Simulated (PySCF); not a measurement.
A GIAO shielding run with PySCF 2.14 (density fitting, non-relativistic, gas phase) on `C#CCC[SiH2]SCC`, C6H12SSi:

```
$ OMP_NUM_THREADS=1 python probes_run.py task.json out

{"job": {"kind": "nmr", "xc": "PBE0", "basis": "pcSseg-1"}, "charge": 0, "multiplicity": 1}
C     -3.671556     1.961863    -0.204308
C     -3.400207     0.798559    -0.135892
C     -3.067496    -0.608924    -0.085237
C     -1.679740    -0.883138    -0.667232
Si    -0.311449    -0.056130     0.343170
S      1.541751    -0.672745    -0.537713
C      2.701152     0.134034     0.628726
C      4.133866    -0.162301     0.232444
H     -3.913937     2.981082    -0.254940
H     -3.826186    -1.163567    -0.647649
H     -3.107976    -0.943616     0.955280
H     -1.649342    -0.534253    -1.700771
H     -1.517155    -1.962219    -0.697223
H     -0.364554     1.404258     0.320849
H     -0.316363    -0.526864     1.732283
H      2.499648     1.204660     0.605742
H      2.482440    -0.250344     1.624568
H      4.334810     0.217666    -0.766083
H      4.818944     0.308029     0.935321
H      4.308202    -1.235372     0.231775
```

Hardware: 1 thread of an Arm Neoverse N1, shared host. The job also computes population analyses, field gradients.

Q: How large is the calculation?

A: 78 electrons, 210 basis functions and 1132 auxiliary functions.

Q: How long does it take, and how much memory does it need?

A: 64 s of wall time, with 14 SCF cycles and 5 response iterations; peak memory 0.95 GiB. Times on a shared host scatter by some tens of per cent.
